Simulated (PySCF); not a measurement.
Trend along the second period: MBe molecules

PBE0 with double-zeta basis sets in PySCF, for the lowest determinant that a PBE0 search found; no spin–orbit coupling. De refers to high-spin ground-configuration atoms. A positive dipole means M(−)Be(+).

| M | basis | state (unpaired electrons) | Re (Å) | ωe (cm⁻¹) | De (eV) | μ (D) |
| --- | --- | --- | --- | --- | --- | --- |
| Li | cc-pVDZ | doublet (σ ↑) | 2.596 | 339 | 0.50 | -2.70 |
| Be | def2-SVP | singlet (closed shell) | 2.519 | 310 | 0.30 | n/a |
| N | aug-pcseg-1 | quartet (σ ↑, π ↑↑) | 1.620 | 900 | 1.92 | 1.42 |
| O | x2c-SVPall | singlet (closed shell) | 1.338 | 1527 | 4.30 | 5.98 |
| F | aug-cc-pVDZ | doublet (σ ↑) | 1.397 | 1214 | 5.87 | 1.31 |

The shortest bond is that of BeO (1.338 Å), the longest that of LiBe (2.596 Å). BeF is bound most strongly (5.87 eV) and Be2 least (0.30 eV).

The rows differ in basis set, which adds steps of its own.

The state changes along the series, so neighbouring rows are not always alike in their bonding.

Closed-shell solutions of metal pairs were not tested for spin polarisation, which can lower them a little. Weak bonds: Be2, LiBe. Basis-set superposition, not corrected here, can be much of De in a small basis, most of all at correlated wavefunction levels. Functionals without a dispersion term scatter widely for such bonds, and LDA overbinds them. States were picked by a PBE0 search and need not be the measured ground states.
